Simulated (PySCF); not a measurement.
Method: PySCF energies plus ideal-gas RRHO corrections (1 bar). Table values come from the NASA 1993 polynomials. Open shells (unrestricted): BaF (multiplicity 2). Ba: scalar-relativistic def2 core potential, no spin-orbit coupling. The harmonic model lacks anharmonicity and excited electronic states, which grow with temperature; levels with a mode under 35 cm⁻¹ are left out. The table's entry may be an old estimate for BaF (not checked at source).

Harmonic frequencies at PBE0/def2-TZVP (cm⁻¹): 471. Point group C∞v; S°(298 K) = 246.2 J/mol/K at this level.

### Question
Work out Cp and S° of gaseous BaF at 500, 800, 1200, 1600, 2000 K from these, and set them beside the table.

### Answer
```
T (K)  Cp PBE0/def2-TZVP  Cp table  S° PBE0/def2-TZVP  S° table
-----  -----------------  --------  -----------------  --------
500                 36.3      36.5              264.6     264.7
800                 36.9      37.3              281.8     282.0
1200                37.2      37.6              296.8     297.2
1600                37.3      38.0              307.5     308.1
2000                37.3      38.5              315.9     316.6
```
Units J/mol/K.
